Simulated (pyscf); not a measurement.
A first-order saddle from PySCF, ωB97X-D3(BJ)/def2-SVP:

```
B
C 1 1.5046
H 2 1.1000 1 119.88
H 2 1.1050 3 112.42 1 177.64
H 1 1.2534 2 99.52 3 -45.93
C 1 1.6099 5 118.40 2 133.29
H 6 1.1034 1 111.68 5 57.18
H 6 1.1039 7 106.79 1 123.26
H 6 1.1053 7 106.65 8 114.20
C 1 1.7060 5 97.77 2 -101.81
H 10 1.0996 1 115.31 5 47.70
H 10 1.1001 11 108.71 1 115.93
H 10 1.1004 11 109.31 12 118.15
```
Charge 0, spin multiplicity 1.

Surface: singlet, charge 0. Lowest wavenumbers (cm⁻¹): 576i, 139, 203, 275, 310.

### Question
Which two sides does it connect, and which bonds change?

### Answer
H₃C–B(CH₃)–CH₃ (SMILES CB(C)C) ⇌ H₃C–BH–CH₂–CH₃ (SMILES CBCC), a concerted two-bond exchange read from left to right: B–C, C–H broken and C–C, B–H formed. At CCSD(T)/def2-TZVPP + ΔMP2(QZVPP) it lies +71.0 kcal/mol from the left side and +57.2 kcal/mol from the right (each side as separated species at their lowest minima found). This is the saddle that the search found; another between the same sides may lie lower. The CCSD(T) − MP2 part came from Ansatz, without density fitting, on the same reference.
